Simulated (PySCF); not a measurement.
Compound: C₆H₉FNO (charge +1).
Z-matrix (Å and degrees, PBE0-D3(BJ)/def2-SVP geometry), rows numbered from 1:
```
C 
C   1  1.3236
F   2  1.3345  1  122.90
C   2  1.5083  1  126.47  3  -179.00
C   4  1.4489  2  109.88  1  -129.08
N   5  1.1488  4  176.98  2   -29.83
C   6  1.4861  5  169.86  2    12.25
O   7  1.3415  6  110.37  5     5.85
C   8  1.4210  7  116.45  6   -76.62
H   1  1.0901  2  120.97  3  -179.05
H   1  1.0919  2  119.93  3     2.06
H   4  1.1012  2  111.87  1    -8.01
H   4  1.1069  2  111.05  1   112.79
H   7  1.1063  6  104.29  5  -118.85
H   7  1.0999  6  105.19  5   124.99
H   9  1.0956  8  106.55  7  -172.36
H   9  1.1025  8  110.83  7   -53.39
H   9  1.1034  8  111.15  7    69.05
```

Computed with PySCF at B3LYP/def2-SVPD, non-relativistic, on one gas-phase PBE0-D3(BJ)/def2-SVP geometry that isn't relaxed in the solvent. The solvent is an IEF-PCM continuum (Bondi radii, 1.10 Å for H, scaled by 1.2). Only the electrostatic response of the medium enters.

Gas phase at B3LYP/def2-SVPD: HOMO -11.75 eV, LUMO -6.39 eV.

**Question.** What does the continuum do to the energy and the frontier levels at B3LYP/def2-SVPD in methanol?

**Answer.** 
```tsv
solvent	ε	E(solvent) − E(gas) (kcal/mol)	polarisation term (kcal/mol)	distortion of the solute (kcal/mol)	HOMO (eV)	LUMO (eV)
methanol	32.61	-54.82	-56.80	1.98	-7.99	-2.09
```

The polarisation term is half the interaction of the solute with the surface charges that it induces; the rest is the cost of distorting the solute's density. The sum is the electrostatic part of solvation alone.

**Question.** Which radius a makes Born's formula ΔE = −(q²/2a)(1 − 1/ε) give the value in methanol?

**Answer.** a = q²(1 − 1/ε)/(2|ΔE|) = 2.94 Å, with q = +1 e and |ΔE| = 0.0874 Eh; the farthest nucleus lies 3.94 Å from the centroid of the nuclei. The formula assumes a point charge at the centre of a sphere.

**Question.** How does the static polarisability (B3LYP/def2-SVPD, frozen core, with the continuum's full static response) change?

**Answer.** 
```
  medium  isotropic (au)  principal values (au)  ⟨r²⟩ of the electrons (bohr²)
     gas            81.8      61.9, 75.2, 108.4                         1574.5
methanol           105.0      83.5, 96.4, 135.0                         1577.4
```

The isotropic value in methanol is 1.28 times the gas-phase one; no cavity-field correction is applied. ⟨r²⟩ is taken about the centre of nuclear charge.

The run took about 80 s of CPU time (one thread, shared machine). This is the whole response run at B3LYP/def2-SVPD in methanol, SCF included.
